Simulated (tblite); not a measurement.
Species: C8H15P.
SMILES with atom numbers: `[CH:1]#[C:2][P:3]([CH2:4][CH3:5])[C:6]([CH3:7])([CH3:8])[CH3:9]` (hydrogens: H10 on C1; H11, H12 on C4; H13, H14, H15 on C5; H16, H17, H18 on C7; H19, H20, H21 on C8; H22, H23, H24 on C9)

Geometry (GFN2-xTB, Å), atoms numbered from 1 in this order:
```xyz
24
C8H15P angstrom
C      1.5187    2.5537   -0.7165
C      1.1069    1.5930   -0.1206
P      0.6130    0.2547    0.9227
C      1.5051   -1.0894   -0.0224
C      2.9983   -1.0198    0.2732
C     -1.1721    0.0648    0.2992
C     -1.2865   -0.0927   -1.2140
C     -1.7767   -1.1456    1.0103
C     -1.9018    1.3342    0.7423
H      1.8533    3.3782   -1.2764
H      1.3307   -0.9787   -1.0946
H      1.1058   -2.0533    0.3042
H      3.3987   -0.0557   -0.0365
H      3.5326   -1.8035   -0.2618
H      3.1868   -1.1393    1.3388
H     -0.8978   -1.0539   -1.5432
H     -0.7463    0.7013   -1.7269
H     -2.3338   -0.0375   -1.5099
H     -1.6658   -1.0479    2.0896
H     -1.2914   -2.0687    0.6971
H     -2.8386   -1.2267    0.7804
H     -1.8087    1.4735    1.8188
H     -1.4815    2.2080    0.2469
H     -2.9608    1.2711    0.4944
```

All values are computed: GFN2-xTB (tblite) harmonic vibrations without scaling, gas phase. Errors from tens to a few hundred cm⁻¹ against measured bands are possible. One conformer, not necessarily the lowest.

Harmonic wavenumbers (cm⁻¹): 50.7, 68.0, 105.8, 127.4, 146.5, 197.6, 217.8, 229.3, 234.6, 248.0, 275.2, 283.0, 312.4, 358.0, 379.6, 396.4, 419.7, 600.9, 638.0, 660.4, 664.2, 696.5, 777.6, 854.3, 960.0, 963.5, 965.0, 989.0, 1011.8, 1025.0, 1026.7, 1071.2, 1195.8, 1224.7, 1227.9, 1234.2, 1246.1, 1402.9, 1404.8, 1410.4, 1424.6, 1441.7, 1487.8, 1490.3, 1491.4, 1497.1, 1501.7, 1503.2, 1506.5, 1510.5, 2187.8, 2949.6, 2958.2, 3000.7, 3002.7, 3008.2, 3008.7, 3013.0, 3014.2, 3019.4, 3020.1, 3021.2, 3024.7, 3027.5, 3031.6, 3363.9.

A = 1743, B = 1116, C = 853.8 MHz; mass 142.091 u (most abundant isotopes); point group C1, symmetry number 1.

**Question.** What is the zero-point energy?

**Answer.** ½Σν̃ = 44904 cm⁻¹ = 128.39 kcal/mol.

**Question.** Give the ideal-gas entropy at 350 K and 1 bar in the rigid-rotor, harmonic-oscillator model (classical rotation).

**Answer.** Translation 41.59, rotation 30.13, vibration 46.48: S = 118.2 cal/(mol K).

**Question.** And Cp and H(350 K) − H(0)?

**Answer.** Cp = 54.58 cal/(mol K), of which vibrations give 46.63 (their classical limit is 66 R = 131.2); H(350 K) − H(0) = 11.42 kcal/mol without the zero-point energy, 8.64 from vibrations.

**Question.** What must be added to the electronic energy to get the Gibbs energy at 350 K and 1 bar?

**Answer.** ZPE + [H(350 K) − H(0)] − T·S = 128.39 + 11.42 − 41.37 = 98.44 kcal/mol.

**Question.** Blend soft modes into free rotors: weight 1/[1 + (100 cm⁻¹/ν̃)⁴] for the oscillator and the rest for a rotor with moment μB/(μ + B), μ = h/(8π²ν), B = 10⁻⁴⁴ kg m². What vibrational entropy results?

**Answer.** 43.71 cal/(mol K) in place of 46.48, which changes −T·S at 350 K by +0.97 kcal/mol.

**Question.** How do the functions run with temperature in this model?

**Answer.** 
```json
{"T (K)": "100", "S (cal/(mol K))": "72.2", "Cp (cal/(mol K))": "23.4", "H − H(0) (kcal/mol)": "1.45", "G − H(0) (kcal/mol)": "-5.77", "ln q(vib)": "1.95"}
{"T (K)": "200", "S (cal/(mol K))": "92.9", "Cp (cal/(mol K))": "37.2", "H − H(0) (kcal/mol)": "4.52", "G − H(0) (kcal/mol)": "-14.06", "ln q(vib)": "5.53"}
{"T (K)": "300", "S (cal/(mol K))": "110.2", "Cp (cal/(mol K))": "48.9", "H − H(0) (kcal/mol)": "8.83", "G − H(0) (kcal/mol)": "-24.24", "ln q(vib)": "9.19"}
{"T (K)": "500", "S (cal/(mol K))": "140.3", "Cp (cal/(mol K))": "69.9", "H − H(0) (kcal/mol)": "20.79", "G − H(0) (kcal/mol)": "-49.37", "ln q(vib)": "16.17"}
{"T (K)": "800", "S (cal/(mol K))": "178.3", "Cp (cal/(mol K))": "91.6", "H − H(0) (kcal/mol)": "45.27", "G − H(0) (kcal/mol)": "-97.35", "ln q(vib)": "25.84"}
{"T (K)": "1000", "S (cal/(mol K))": "199.9", "Cp (cal/(mol K))": "101.7", "H − H(0) (kcal/mol)": "64.65", "G − H(0) (kcal/mol)": "-135.20", "ln q(vib)": "31.75"}
```

q(vib) and H(0) count from the zero-point level.

Hindered rotation and anharmonicity are outside this model. Other conformers, if any are populated, would add a mixing term that is left out. The structure is chiral; the term R ln 2 for an equal mix with its mirror image is left out.
